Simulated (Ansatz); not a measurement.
CH6BrNOSi (`CN[SiH](O)Br`), relaxed with RKS PBE-D4/def2-SVP in Ansatz from a rough embedded geometry. The force threshold is 0.03 eV/Å; the program also tests the step.

Total charge 0; spin multiplicity 1.

Start:

```xyz
11

C     0.187    0.089   -1.437
N    -0.673    0.096   -0.315
Si   -0.176    0.048    1.299
O     0.583   -1.377    1.500
Br    1.101    1.740    1.768
H     0.822    1.075   -1.463
H     0.895   -0.721   -1.433
H    -0.366    0.097   -2.340
H    -1.367    0.896   -0.421
H    -1.439    0.034    2.142
H     0.433   -1.978    0.699
```

| step | energy (eV) | largest force (eV/Å) | largest move (Å) |
| --- | --- | --- | --- |
| 1 | -82563.8866 | 2.879 | 0.000 |
| 2 | -82564.3179 | 1.171 | 0.136 |
| 3 | -82564.3954 | 0.244 | 0.099 |
| 4 | -82564.4090 | 0.141 | 0.097 |
| 5 | -82564.4094 | 0.795 | 0.148 |
| 6 | -82564.4265 | 0.104 | 0.101 |
| 7 | -82564.4269 | 0.060 | 0.028 |
| 8 | -82564.4276 | 0.019 | 0.014 |

End:

```xyz
11

C     0.205    0.235   -1.510
N    -0.690    0.213   -0.361
Si   -0.170    0.015    1.274
O     0.685   -1.415    1.445
Br    1.302    1.558    1.987
H     0.631    1.242   -1.729
H     1.059   -0.448   -1.325
H    -0.310   -0.126   -2.426
H    -1.548    0.757   -0.493
H    -1.398    0.133    2.124
H     0.235   -2.165    1.015
```

Hardware: 2 threads of an AMD EPYC 7R13 on a shared host. Wall time 23 s, peak host memory 0.24 GiB.
